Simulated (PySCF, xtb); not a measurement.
SeCl₄, SMILES [Se](Cl)(Cl)(Cl)Cl.

Harmonic wavenumbers (cm⁻¹) from GFN2-xTB (xtb 6.7.1) at its own minimum, in rising order: 79, 112, 171, 175, 194, 252, 309, 340, 367.

Task: What does PBE0-D3(BJ)/def2-SVP in PySCF give at its own minimum? (The exact figures need the calculation; the answer reports its results.)

Result: 86, 123, 170, 178, 197, 282, 345, 394, 404. Paired by order, the mean absolute difference is 20 cm⁻¹ and the zero-point energies are 2.9 and 3.1 kcal/mol.
